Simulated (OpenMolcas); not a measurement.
# N+: the spin-orbit constant, thermal populations, worked from levels

| Quantity | Value |
| --- | --- |
| Program | OpenMolcas |
| Basis | ANO-L-VDZP [3s2p1d] |
| Scalar Hamiltonian | non-relativistic, point nucleus |
| Active space | 4 electrons in 4 orbitals (2s 2p) |
| State averaging | 2S+1 = 3 even, 3 roots; 2S+1 = 1 even, 6 roots; 2S+1 = 5 odd, 1 root; 2S+1 = 3 odd, 8 roots; 2S+1 = 1 odd, 5 roots (0 in the spin-orbit step) |
| Spin-orbit coupling | RASSI with atomic mean-field integrals over the reference wave functions, term energies averaged over their components |

Methods: CASSCF; SS-CASPT2, IPEA 0.25 Eh, imaginary shift 0.1 Eh (closed shells correlated: 1s). Measured levels: NIST Handbook of Basic Atomic Spectroscopic Data.

**The spin-orbit constant.** For the Hund term ³P of p2, E(J) = (A/2) J(J+1) + constant and ζ = 2S·A = 2A. From J = 0 to J = 2 the energy changes by 3 A.

```
   Source  E(2) - E(0)     A   ζ
   CASSCF        134.3  44.8  90
SS-CASPT2        134.3  44.8  90
 measured        130.8  43.6  87
```

All in cm-1. SS-CASPT2 is off by +2.7 % and CASSCF by +2.7 %. Both methods take the spin-orbit matrix elements from the reference wave functions, so the second can move ζ only through the term energies and any multistate remixing. Second-order mixing with other terms is absorbed into this ζ.

**Thermal populations.** Z = Σ (2J + 1) exp(-E/kT) with k = 0.695035 cm-1/K, over the levels below. No other level of either list lies under 90000 cm-1, which is above 7 kT at each temperature.

| Level | 2J + 1 | SS-CASPT2 | measured |
| --- | --- | --- | --- |
| 2s² 2p² ³P₀ | 1 | 0.0 | 0.0 |
| 2s² 2p² ³P₁ | 3 | 45.2 | 48.7 |
| 2s² 2p² ³P₂ | 5 | 134 | 131 |
| 2s² 2p² ¹D₂ | 5 | 16600 | 15316 |
| 2s² 2p² ¹S₀ | 1 | 33640 | 32689 |
| 2s 2p³ ⁵S°₂ | 5 | 42260 | 46785 |

```json
{"T (K)": "5000", "Z, SS-CASPT2": "8.814", "Z, measured levels": "8.834", "Ground level (%), SS-CASPT2": "11.3", "Ground level (%), measured levels": "11.3"}
{"T (K)": "8000", "Z, SS-CASPT2": "9.114", "Z, measured levels": "9.180", "Ground level (%), SS-CASPT2": "11.0", "Ground level (%), measured levels": "10.9"}
{"T (K)": "12000", "Z, SS-CASPT2": "9.637", "Z, measured levels": "9.740", "Ground level (%), SS-CASPT2": "10.4", "Ground level (%), measured levels": "10.3"}
```

At 12000 K, kT = 8340 cm-1, and the computed levels give Z = 1.000 + 2.984 + 4.920 + 0.683 + 0.018 + 0.032 = 9.637.

Term energies are means over components that CASPT2 splits; among the terms shown or strongly mixed into the levels shown the widest spread is 14 cm-1 (2s² 2p² ¹D, SS-CASPT2). Without dynamic correlation excited terms often stand tens of per cent too high (terms of higher spin than the ground term too low), and those without a measured partner can miss by more than the paired ones (holds for CASSCF). Measured partners are found by configuration, term and J. A level has none where our copy of the source lacks it or the pairing is in doubt (some pairs that miss far off the trend of their configuration count as doubtful), and it then counts in no deviation. Only configurations of the active space appear.

° marks odd parity.
